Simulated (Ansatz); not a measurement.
Mg₅S₄I₂. Charge 0, multiplicity 1. Geometry r2SCAN-D4/def2-SVP, basis def2-TZVP, Ansatz.

```xyz
11

S    -2.3352    1.5717    0.0650
S     0.5110   -0.5870    1.2078
S    -0.8169   -1.1796   -2.8833
S     2.1771    1.3598   -1.1007
Mg   -2.4694   -0.3200   -1.5263
Mg   -1.8605   -0.3787    1.4311
Mg    0.0411    1.6365   -0.0398
Mg    2.7866    0.4439    1.0600
Mg    0.8966   -0.7429   -1.3916
I    -3.6607   -2.1300    0.4321
I     4.7303    0.3263    2.7457
```

```
run  HOMO (eV)  LUMO (eV)
  A      -5.44      -3.30
  B      -6.51      -2.67
  C      -5.66      -2.97
  D      -5.63      -3.22
  E      -8.91      -0.42
```

In the def2 sets I takes a core potential; there is no spin–orbit coupling.

The runs used B97M-V, HF, PBE, PBE0, r2SCAN. Estimate which is which.

A PBE (0 % exact exchange); B PBE0 (25 % exact exchange); C r2SCAN (0 % exact exchange); D B97M-V (0 % exact exchange); E HF (100 % exact exchange). Exact exchange lowers occupied and raises empty levels; among semilocal functionals meta-GGAs tend to open the gap a little, and such runs are hard to tell apart. The gap grows from 2.14 eV (PBE) to 8.49 eV (HF).
